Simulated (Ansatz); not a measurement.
Reactions of C2H6O2Si2 (`O=C1C[SiH]1[SiH2]O`).

Program: Ansatz. Geometries: PBE0-D4/def2-TZVP. ΔE: electronic, gas phase. CBS: MP2 limit from def2 TZ/QZ plus the TZ coupled-cluster correction, frozen cores. This one scheme is used for every species. Functionals use def2-TZVPP. For Ge outer-core shells are correlated without core-valence functions, which leaves a few kJ/mol of doubt a bond. Scalar relativity is left out up to krypton. One conformer a species, not always the lowest.

```tsv
reaction	CCSD(T)/CBS(def2) (kcal/mol)
`O=C1C[SiH]1[SiH2]O` + `N[SiH](O)O` → `O[SiH2]N[SiH](O)O` + `O=C1C[SiH2]1`	-18.4
`O=C1C[SiH]1[SiH2]O` + `CCl` → `O[SiH2]CCl` + `O=C1C[SiH2]1`	1.2
`O=C1C[SiH]1[SiH2]O` + `[OH][GeH2][OH]` → `O[SiH2][O][GeH2][OH]` + `O=C1C[SiH2]1`	-30.0
`O=C1C[SiH]1[SiH2]O` + `BN` → `BN[SiH2]O` + `O=C1C[SiH2]1`	-13.0
`O=C1C[SiH]1[SiH2]O` + `[SiH3]S` → `O[SiH2]S[SiH3]` + `O=C1C[SiH2]1`	?
```

**Question.** Fill in the missing values. (Best estimate.)

**Answer.** Ansatz gave: `O=C1C[SiH]1[SiH2]O` + `[SiH3]S` → `O[SiH2]S[SiH3]` + `O=C1C[SiH2]1`: -17.2 kcal/mol.

Largest T1 diagnostic: 0.017, for `O=C1C[SiH2]1`.
